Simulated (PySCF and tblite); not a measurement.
Values are calculated unless marked as measured or tabulated.
System: C4H7NSe, numbered as in [CH2:1]=[CH:2][N:3]([CH3:4])[CH:5]=[Se:6].

For the rotation about the C2–N3 bond (torsion C1–C2–N3–C4 from 0° to 165°, rising): electronic barrier 7.54 kcal/mol, zero-point change -0.84 kcal/mol, thermal and entropy terms at 250 K a further -0.07 kcal/mol (symmetry numbers apart). The minimum is Cs, the saddle C1. The path came from a restrained scan, a climbing-image band and a saddle search at GFN2-xTB; energies are PBE0/pcSseg-1 + D3(BJ)//GFN2-xTB, thermal terms GFN2-xTB. Rate constants are transition-state-theory values, counting equivalent paths, without tunnelling. Run with tblite and PySCF.

**Question.** How many equivalent paths lead out of the minimum?

**Answer.** 2: the symmetry number of the minimum is 1, that of the saddle displaced along its mode 1, and the displaced saddle is chiral while the minimum is not, which doubles the count.

**Question.** Work out the rate at 250 K.

**Answer.** ΔG‡ = 6.63 kcal/mol; k_B T/h = 5.2×10¹² s⁻¹; exp(−ΔG‡/RT) = 1.6×10⁻⁶; times 2 gives k = 1.7×10⁷ s⁻¹. Wigner's tunnelling factor for the 136i cm⁻¹ mode would be 1.02.

Spin–orbit effects of heavy atoms on shieldings are missing.
